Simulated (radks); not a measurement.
Polarisability of neutral boron, [He] 2s2 2p1, at imaginary frequency. All-electron calculation, scalar-relativistic Kohn-Sham, LDA (Slater exchange, Perdew-Wang correlation), spin-polarised, spherical densities, finite nucleus; open shells are filled with parallel spins first; Fermi nuclear charge, rms radius 2.406 fm. Program: a radial shooting solver on a logarithmic mesh with Libxc functionals. Response by self-consistent Sternheimer equations with the Hartree and adiabatic LDA kernel, the relativistic mass of each level held fixed and spin-orbit coupling left out.

w (hartree),alpha1(iw) (bohr^3)
0.00266,23.95
0.0143,23.87
0.0360,23.43
0.0697,22.15
0.118,19.62
0.186,15.88
0.280,11.61
0.413,7.666
0.605,4.616
0.892,2.555
1.35,1.294
2.12,0.5883
3.59,0.2309
6.94,0.07252
17.5,0.01400

Static values: alpha1 = 23.96 bohr^3 (3.550 angstrom^3; uncoupled 35.66). C6 = 117.7, triple-dipole C9 = 2039 atomic units. One-pole (London) frequency 4 C6 / (3 alpha1^2) = 0.273 hartree, against 0.151 for minus the highest occupied eigenvalue. Recommended static value: 20.5 bohr^3 (Schwerdtfeger and Nagle, 2023 table).
